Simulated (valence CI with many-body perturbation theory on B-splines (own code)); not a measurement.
Bi43+: key properties

Computed by relativistic CI+MBPT: four valence electrons over a frozen Dirac-Fock core [Kr], radial functions for each j: 9 s, 9 p, 10 d, 8 f, 5 g, 3 h, 1 i, with the one-electron correlation potential Σ1 (screened to all orders), the two-electron term Σ2, the three-electron term Σ3, Breit, model QED; selected single and double excitations, second order for the rest (own B-spline code, finite nucleus).

No measured spectrum was set against this ion. As an estimate, large intervals hold to a few tenths of a per cent, small ones and those within an open d or f shell to about a per cent. The list stops below the first excitations out of the core. Only levels of the ground parity were solved; by the run's estimate the other parity begins above the list, which can be wrong where configurations are misplaced.

Levels are named by their leading jj configuration (3d3/2^4 stands for four electrons in 3d with j = 3/2), which in mixed levels can hold well under half, so a name can repeat and another be missing.

Rates and lifetimes use the calculated energies. Strong lines usually hold to 10 to 20 %, long lifetimes can be off by a factor of two.

Problem. What is the ground level?

Solution. (4d3/2^4) J=0, composition 60 % 4d4 3P + 26 % 4d4 5D + 14 % 4d4 1S.

Problem. What is the ionisation energy?

Solution. 2191.4 eV; NIST lists 2190 ± 4 eV (theoretical).

Problem. How well does LS coupling describe the low levels?

Solution. Among the lowest 20 levels the leading LS term, summed over configurations, holds 48 % on average. For single configurations the figures are 48 % in LS and 97 % in jj coupling. Terms mix most in the J = 4 level at 285060 cm⁻¹, where the leading one holds 28 %.

Problem. Name the longest-lived excited levels whose lifetime is computed, and their main decay.

Solution. (4d3/2^2 4d5/2^2) J=6 at 556910 cm⁻¹ lives 14.8 ms, mostly by E2 to (4d3/2^3 4d5/2) J=4; (4d3/2^3 4d5/2) J=3 at 305230 cm⁻¹ lives 11.8 ms, mostly by M1 to (4d3/2^3 4d5/2) J=4. The lifetime of (4d3/2^3 4d5/2) J=4 is too uncertain to give, and may be longer.
